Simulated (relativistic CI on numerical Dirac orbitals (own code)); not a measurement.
Electric-dipole lines of Hf51+

These numbers are calculated, not measured: Dirac-Coulomb-Breit CI, separate exchange-only KLI orbitals for each configuration, model QED (radiative potential, 1s self-energy scaled to tabulated hydrogen-like ionisation energies), unscaled Slater integrals (own radial code, finite nucleus).

Configurations in the expansion (outside the closed core [Ne]): 3s2 3p6 3d3, 3s2 3p5 3d4, 3s 3p6 3d4, 3s2 3p6 3d2 4s, 3s2 3p6 3d2 4p, 3s2 3p6 3d2 4d, 3s2 3p5 3d3 4s, 3s2 3p6 3d2 4f, 3s2 3p5 3d3 4p, 3s 3p6 3d3 4s, 3p6 3d4 4p, 3p6 3d5, 3p5 3d6, 3p5 3d5 4s, 3p6 3d4 4s, 3p5 3d4 4s2, 3s2 3p6 3d 4s2, 3s2 3p6 4s2 4p, 3s2 3p6 4s2 4d. Double excitations out of closed p, d and f shells are left out; levels of such configurations are missing from the list, as are those of other unlisted configurations, and high levels can miss mixing partners. These lack a partner that the ground configuration has and come out too high: 3s2 3p5 3d3 4p.

```csv
λ vac (Å),Lower,Upper,A (s⁻¹),E lower (eV),E upper (eV)
19.760,3s2 3p6 3d3 2G_7/2 [4],3s2 3p5 3d4 2F°_5/2 [147],1.70e+12,66.208,693.655
19.972,3s2 3p6 3d3 2H_9/2 [5],3s2 3p5 3d4 2F°_7/2 [144],4.35e+12,66.229,687.029
20.093,3s2 3p6 3d3 4F_9/2 [9],3s2 3p5 3d4 4D°_7/2 [164],2.89e+12,125.902,742.947
20.131,3s2 3p6 3d3 4F_7/2 [8],3s2 3p5 3d4 2F°_5/2 [160],3.07e+12,121.493,737.369
20.199,3s2 3p6 3d3 2H_11/2 [12],3s2 3p5 3d4 2G°_9/2 [166],4.19e+12,135.386,749.193
20.331,3s2 3p6 3d3 4F_9/2 [9],3s2 3p5 3d4 2G°_9/2 [159],1.62e+12,125.902,735.737
20.388,3s2 3p6 3d3 4F_3/2 [1],3s2 3p5 3d4 4D°_1/2 [137],6.22e+12,0.000,608.130
20.432,3s2 3p6 3d3 2D_5/2 [13],3s2 3p5 3d4 4D°_7/2 [164],2.19e+12,136.121,742.947
20.442,3s2 3p6 3d3 2G_9/2 [17],3s2 3p5 3d4 2F°_7/2 [189],4.02e+12,191.068,797.575
20.483,3s2 3p6 3d3 2H_11/2 [12],3s2 3p5 3d4 2H°_11/2 [161],4.28e+12,135.386,740.676
20.497,3s2 3p6 3d3 2G_9/2 [17],3s2 3p5 3d4 2G°_9/2 [188],2.50e+12,191.068,795.967
20.498,3s2 3p6 3d3 4F_9/2 [9],3s2 3p5 3d4 4D°_7/2 [158],1.81e+12,125.902,730.776
20.709,3s2 3p6 3d3 2G_9/2 [17],3s2 3p5 3d4 2H°_11/2 [186],2.68e+12,191.068,789.772
21.029,3s2 3p6 3d3 4F_5/2 [2],3s2 3p5 3d4 4D°_3/2 [139],2.29e+12,56.277,645.870
21.070,3s2 3p6 3d3 2G_7/2 [4],3s2 3p5 3d4 2G°_7/2 [142],1.64e+12,66.208,654.651
21.117,3s2 3p6 3d3 2H_9/2 [5],3s2 3p5 3d4 2H°_9/2 [141],2.46e+12,66.229,653.358
31.589,3s2 3p6 3d3 2H_11/2 [12],3s2 3p5 3d4 2G°_9/2 [122],1.31e+12,135.386,527.882
31.609,3s2 3p6 3d3 4F_5/2 [2],3s2 3p5 3d4 4F°_5/2 [73],7.78e+11,56.277,448.525
31.671,3s2 3p6 3d3 4F_3/2 [1],3s2 3p5 3d4 2D°_3/2 [37],1.39e+12,0.000,391.472
31.715,3s2 3p6 3d3 2G_9/2 [17],3s2 3p5 3d4 2F°_7/2 [133],1.26e+12,191.068,582.006
31.971,3s2 3p6 3d3 2H_9/2 [5],3s2 3p5 3d4 2F°_7/2 [79],5.45e+11,66.229,454.027
32.006,3s2 3p6 3d3 4F_5/2 [2],3s2 3p5 3d4 4D°_3/2 [69],8.65e+11,56.277,443.658
32.141,3s2 3p6 3d3 2H_9/2 [5],3s2 3p5 3d4 2H°_9/2 [77],1.17e+12,66.229,451.985
32.250,3s2 3p6 3d3 2D_5/2 [7],3s2 3p5 3d4 2F°_5/2 [91],1.03e+12,91.057,475.501
32.252,3s2 3p6 3d3 2G_7/2 [4],3s2 3p5 3d4 4G°_7/2 [74],1.14e+12,66.208,450.626
32.446,3s2 3p6 3d3 4F_3/2 [1],3s2 3p5 3d4 4G°_5/2 [34],1.24e+12,0.000,382.122
32.603,3s2 3p6 3d3 4F_9/2 [9],3s2 3p5 3d4 2H°_9/2 [109],9.67e+11,125.902,506.182
32.970,3s2 3p6 3d3 2H_11/2 [12],3s2 3p5 3d4 2H°_11/2 [113],9.26e+11,135.386,511.439
33.370,3s2 3p6 3d3 2H_9/2 [5],3s2 3p5 3d4 2H°_11/2 [67],3.67e+11,66.229,437.775
33.702,3s2 3p6 3d3 4F_5/2 [2],3s2 3p5 3d4 4G°_7/2 [58],3.74e+11,56.277,424.158
```

Terms are leading LS components. Brackets give the number of a level in order of energy, since labels repeat. The list gives strong lines, with weight on those to low levels, without lines whose two gauges differ by over a factor of 2.5, among the lowest 200 of 2434 levels, so that lines to higher ones, which can be the strongest, are missing. Levels whose partners in the same complex of configurations lie outside the list can be far off, and so can their lines. Rates are taken at the computed energies, electric ones in the length gauge.

At this charge energies of transitions that change n are usually good to better than 1 %, and those within a shell (Δn = 0) to a few per cent.

LS names give the leading component of a level, which can be under half, so a name can repeat, a term be missing and a line seem to break the LS rules.
